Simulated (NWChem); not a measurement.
System: Si$_{2}$NH$_{5}$ClF; SMILES N[SiH2][Si@H](F)Cl

NWChem input:

```
start job
memory heap 200 mb stack 900 mb global 1100 mb
geometry units angstroms
  N     -2.804796     0.595464     0.828664
  Si    -1.643197    -0.499101     0.179983
  Si     0.555402     0.202401     0.363234
  F      0.656389     1.685456    -0.289651
  Cl     1.861524    -0.909923    -0.705381
  H     -2.921071     0.668098     1.825920
  H     -2.912706     1.504949     0.408922
  H     -2.058367    -0.672952    -1.216829
  H     -1.848096    -1.734149     0.942497
  H      1.178461     0.463203     1.658153
end
basis spherical
  * library 6-31g*
end
dft
  xc b3lyp
  iterations 150
end
driver
  maxiter 120
end
task dft optimize
task dft freq
```

B3LYP is NWChem's, with the RPA form of VWN correlation.

The level has its own optimisation; frequencies are unscaled. Brackets give each atom's bonded neighbours.

Task: Give the results of this calculation. (B3LYP/6-31G* (spherical d).) Quantities: r N–Si (Å); r H–N (Å); r Si–Si (Å); r H–Si [H(Si)–Si(HHNSi)] (Å); highest harmonic frequency (cm⁻¹); lowest (cm⁻¹); zero-point energy (kcal/mol); dipole (D).

Result: r N–Si (Å): 1.738
r H–N (Å): 1.013
r Si–Si (Å): 2.358
r H–Si [H(Si)–Si(HHNSi)] (Å): 1.487
highest harmonic frequency (cm⁻¹): 3652
lowest (cm⁻¹): 46
zero-point energy (kcal/mol): 35.9
dipole (D): 3.17
